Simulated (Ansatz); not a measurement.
A nudged elastic band was laid between two geometries of AlCl2H + H3Si (8 atoms, charge 0, multiplicity 2).

These are results of UKS PBE0-D4/6-31G* (Ansatz 0.2.0), not measurements.

```
movable images  : 9
climbing image  : yes
spring          : 5.0 eV/Å²
optimiser       : quadratic models (default)
start path      : through a guess of the saddle point
force threshold : 0.05 eV/Å
iteration limit : 48
end points      : relaxed
```

First end point:

```xyz
8
Properties=species:S:1:pos:R:3
Al 0.000 0.000 -0.606
H 0.000 0.000 0.965
Cl 1.791 0.000 -1.684
Cl -1.792 0.000 -1.684
Si 0.002 0.000 4.243
H -0.767 -1.194 4.695
H 1.417 -0.067 4.701
H -0.651 1.261 4.693
```

Last end point:

```xyz
8
Properties=species:S:1:pos:R:3
Al 0.000 0.000 -0.670
H 0.001 0.000 2.413
Cl 1.813 0.000 -1.758
Cl -1.814 0.000 -1.756
Si 0.000 0.000 3.908
H -0.759 -1.182 4.395
H 1.403 -0.066 4.396
H -0.645 1.249 4.394
```

Question: Which bonds break or form, and what moves?

Answer: Bonds broken: Al1–H2. Bonds formed: H2–Si5. AlCl2H + H3Si becomes AlCl2 + H4Si.

Question: What energy profile does the band end with?

Answer: The forces met the threshold. The highest image is number 4 of 0 to 10, 0.061 eV above the first end and 0.510 eV above the last; the last end lies 0.449 eV below the first. A vibrational analysis at the climbing image gives 2 clearly imaginary modes (163i, 53i cm⁻¹): a point of higher order. A lower path may pass nearby, or the ends, which weren't checked, may share the extra mode.

```csv
image,path coordinate (Å),energy (eV),Al1–H2 (Å),H2–Si5 (Å)
0,0.00,0.000,1.57,3.28
1,0.36,0.004,1.57,3.02
2,0.73,0.016,1.58,2.77
3,1.09,0.040,1.60,2.50
4,1.45,0.061,1.65,2.19
5,1.73,-0.043,1.90,1.84
6,2.02,-0.342,2.22,1.56
7,2.30,-0.409,2.48,1.51
8,2.58,-0.433,2.68,1.50
9,2.87,-0.445,2.88,1.50
10,3.15,-0.449,3.08,1.49
```

Question: What is the geometry of the highest image?

Answer: 
```xyz
8
Properties=species:S:1:pos:R:3
Al 0.000 0.000 -0.115
H 0.002 0.000 1.539
Cl 1.800 0.000 -1.197
Cl -1.801 0.000 -1.193
Si 0.001 0.000 3.727
H -0.766 -1.192 4.185
H 1.415 -0.067 4.191
H -0.650 1.259 4.184
```

Run time: 4.7 min on 2 threads of Intel(R) Xeon(R) Platinum 8375C CPU @ 2.90GHz (Ice Lake), with other jobs on the host, peak memory 0.28 GiB.
